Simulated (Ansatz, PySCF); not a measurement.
Process, species as SMILES: C[C@H](Cl)CCCl → C[C@H](Cl)C[CH]Cl + H atom (the C-H bond at the site shown breaks; other sites are not compared here)
Structures are relaxed separately at B3LYP-D3(BJ)/def2-TZVP in Ansatz (a first-principles code), one conformer each, not searched for the lowest. Frequencies are from PySCF.

Quantity: bond dissociation energy (enthalpy at 298 K, with B3LYP-D3(BJ) rigid-rotor harmonic-oscillator terms), in kcal/mol. Correlated levels leave the core frozen unless marked. UHF or UKS for open shells. Spin-orbit coupling is left out. No relativistic terms. CBS(X,Y): correlation extrapolated as X^-3; Hartree-Fock from the larger set.

CCSD(T)/CBS(cc-pV(T+d)Z,cc-pV(Q+d)Z) (Ansatz) gives 98.5 kcal/mol.

Problem. Another calculation gave 95.1 kcal/mol. Which level was it?
A) B2PLYP/def2-TZVPD (Ansatz)
B) r2SCAN0/def2-TZVPD (Ansatz)
C) SVWN5/def2-TZVPD (Ansatz)

Solution. A, B2PLYP/def2-TZVPD (Ansatz). The others give 92.0 (r2SCAN0), 103.3 (SVWN5) kcal/mol.
